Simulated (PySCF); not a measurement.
Multinuclear NMR of C₈H₁₆OSi

Atom-mapped SMILES (the numbers label the heavy atoms): `[SiH3:1][O:2][C@:3]12[CH2:4][CH2:5][CH2:6][C@H:7]1[CH2:8][CH2:9][CH2:10]2` (H(Xn): hydrogen on atom n). Ha(C8), Ha(C9), Ha(C10) are cis to C6 on the ring; Ha(C4), Ha(C5), Ha(C6) are cis to C8 on the ring; Hb(C8), Hb(C9), Hb(C10) are trans to C6 on the ring; Hb(C4), Hb(C5), Hb(C6) are trans to C8 on the ring.

[PySCF: PBE0/pcSseg-1 with gauge-including orbitals; structure optimised with PBE0-D3(BJ)/def2-SVP; rapidly exchanging positions averaged; in vacuum; single conformer; no relativistic terms]

**Question.** What are the ²⁹Si shifts?

**Answer.** 
```json
{"atoms": "Si1", "environment": "silicon bonded to O, 3 H", "σ (ppm)": "398.5", "δ (ppm)": "-52.3"}
```

Shieldings were converted by a linear fit to measured shifts: ²⁹Si: δ = 279.39 − 0.832σ (rms 9.7 ppm, 87 shifts, 23.4 ppm with the 5 outliers that the fit left out vs TMS, solution or neat liquid). A few per cent of atoms miss by over 2 rms, more outside the fitted compound classes.

On a 300 MHz spectrometer ²⁹Si resonates near 59.6 MHz, so 1 ppm is 59.6 Hz.

**Question.** Where does ¹⁷O resonate?

**Answer.** 
| atoms | environment | σ (ppm) | δ (ppm) |
| --- | --- | --- | --- |
| O2 | oxygen bonded to C, Si | 267.0 | 25.9 |

Shieldings were converted by a linear fit to measured shifts: ¹⁷O: δ = 264.06 − 0.892σ (rms 13.4 ppm, 147 shifts, 14.2 ppm with the 1 outlier that the fit left out vs liquid water, solution or neat liquid). A few per cent of atoms miss by over 2 rms, more outside the fitted compound classes.

On a 600 MHz spectrometer ¹⁷O resonates near 81.3 MHz, so 1 ppm is 81.3 Hz.
